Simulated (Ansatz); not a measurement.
Two members of one family (Ge nanocrystals, cubic, H-capped), computed with Ansatz in the gas phase. The two geometries come from different levels. Binding counts from free atoms in the multiplicity of their measured ground term, without zero-point energy. The structures are stationary points that may keep the symmetry of their start.

First: Ge22H28 (singlet, charge 0, r2SCAN-D4/def2-SVP geometry).

Cartesian coordinates in Å:
```
Ge -1.058 -3.716 1.859
Ge 2.829 -2.899 1.408
Ge -3.524 -0.935 3.250
Ge -3.719 -2.059 -0.553
Ge 0.142 -1.220 -0.998
Ge -2.526 0.435 -3.438
Ge -2.318 1.550 0.379
Ge 1.322 1.247 -3.883
Ge 0.347 -0.110 2.789
Ge 4.223 0.695 2.353
Ge 1.530 2.361 -0.066
Ge 4.012 -0.429 -1.448
Ge -1.140 4.036 -2.504
Ge -3.309 -2.811 1.720
Ge 0.570 -2.005 1.273
Ge 4.443 -1.180 0.823
Ge -1.914 0.785 2.654
Ge -2.123 -0.328 -1.163
Ge 1.767 0.493 -1.614
Ge -0.924 2.162 -4.035
Ge -0.718 3.280 -0.233
Ge 1.973 1.604 2.204
H -0.775 -4.221 3.289
H -0.910 -4.910 0.892
H 2.960 -4.095 0.443
H 3.091 -3.408 2.841
H -3.269 -1.406 4.696
H -4.953 -0.356 3.175
H -3.580 -3.243 -1.533
H -5.152 -1.501 -0.679
H 0.281 -2.414 -1.974
H -2.396 -0.760 -4.404
H -3.963 0.984 -3.546
H -3.754 2.119 0.276
H 1.473 0.055 -4.852
H 2.360 2.318 -4.280
H 0.617 -0.603 4.231
H 4.500 0.231 3.797
H 5.248 1.791 1.992
H 2.560 3.451 -0.453
H 4.147 -1.614 -2.429
H 5.040 0.647 -1.856
H -2.561 4.630 -2.596
H -0.130 5.140 -2.878
H -4.330 -3.911 2.092
H 5.872 -1.763 0.910
H -2.038 1.987 3.620
H -1.191 2.635 -5.483
H -0.854 4.463 0.756
H 1.817 2.798 3.174
```

| level | HOMO (eV) | LUMO (eV) | gap (eV) | binding per atom (eV) |
| --- | --- | --- | --- | --- |
| PBE-D4/def2-SVP | -5.87 | -1.79 | 4.08 | 2.95 |
| PBE-D4/def2-TZVP | -5.91 | -1.90 | 4.01 | 2.95 |
| B3LYP-D4/6-31G | -6.52 | -1.17 | 5.35 | 2.87 |
| PBE0-D4/def2-SVP | -6.79 | -1.11 | 5.68 | 2.96 |
| PBE0-D4/def2-TZVP | -6.79 | -1.19 | 5.59 | 2.96 |

Second: Ge23H32 (singlet, charge 0, PBE-D4/def2-SVP geometry).

Cartesian coordinates in Å:
```
Ge 0.908 3.441 3.348
Ge 0.073 -3.237 3.579
Ge -2.929 -2.938 0.254
Ge -1.684 3.931 0.245
Ge -3.545 0.715 -1.197
Ge -0.985 0.279 1.813
Ge 2.942 0.646 1.199
Ge 1.020 -2.442 -0.346
Ge 0.368 1.193 -1.880
Ge -1.661 -2.033 -3.343
Ge 2.750 -1.417 -3.917
Ge -0.316 -0.844 3.887
Ge -1.167 2.682 2.288
Ge 2.886 2.960 1.989
Ge -3.074 -0.564 0.846
Ge 1.583 -3.672 1.703
Ge -1.074 -3.268 -1.311
Ge -3.793 3.094 -0.676
Ge 0.055 3.587 -1.441
Ge -1.738 0.359 -2.821
Ge 0.822 -0.050 0.185
Ge 2.910 -2.759 -1.879
Ge 2.273 0.924 -3.397
H 0.831 4.973 3.619
H 1.056 2.727 4.725
H 0.688 -3.836 4.881
H -1.288 -3.945 3.333
H -4.259 -3.360 -0.443
H -2.755 -3.822 1.523
H -1.813 5.452 0.581
H -4.871 0.169 -1.820
H 3.228 -0.300 2.402
H 4.098 0.458 0.172
H -3.079 -2.486 -3.813
H -0.658 -2.329 -4.497
H 1.627 -1.981 -4.829
H 4.090 -1.509 -4.706
H -1.382 -0.598 4.997
H 1.010 -0.176 4.361
H -2.342 2.895 3.297
H 4.163 3.248 2.833
H 2.912 3.910 0.759
H -4.234 -0.341 1.868
H 1.605 -5.200 1.390
H 3.027 -3.262 2.120
H -0.920 -4.789 -1.638
H -4.946 3.295 0.351
H -4.160 3.876 -1.972
H -0.376 4.275 -2.773
H 1.401 4.229 -0.992
H -2.062 1.175 -4.114
H 4.203 -2.345 -1.114
H 3.042 -4.269 -2.239
H 3.515 1.544 -2.688
H 2.026 1.736 -4.703
```

What does the change do? Estimate second minus first.


```csv
level,Δ HOMO (eV),Δ LUMO (eV),Δ gap (eV),Δ binding per atom (eV)
PBE-D4/def2-SVP,-0.03,-0.13,-0.10,-0.04
PBE-D4/def2-TZVP,-0.03,-0.12,-0.09,-0.04
B3LYP-D4/6-31G,-0.02,-0.12,-0.09,-0.03
PBE0-D4/def2-SVP,-0.02,-0.15,-0.13,-0.04
PBE0-D4/def2-TZVP,-0.02,-0.13,-0.11,-0.04
```
